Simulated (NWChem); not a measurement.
Molecule: MgBr2; SMILES [Br][Mg][Br]

Program: NWChem. Pople sets run with spherical d functions. This build's default masses of Se (78.918 u) and Br (79.917 u) are each other's, which moves their modes by up to 0.6 %. The level has its own optimisation; frequencies are unscaled.

### Question
Predict the results for Hartree-Fock/6-31G*. Quantities: r Br–Mg (Å); highest harmonic frequency (cm⁻¹); lowest (cm⁻¹); zero-point energy (kcal/mol).

### Answer
```json
{
  "r Br–Mg (Å)": "2.338",
  "highest harmonic frequency (cm⁻¹)": "536",
  "lowest (cm⁻¹)": "98",
  "zero-point energy (kcal/mol)": "1.3"
}
```
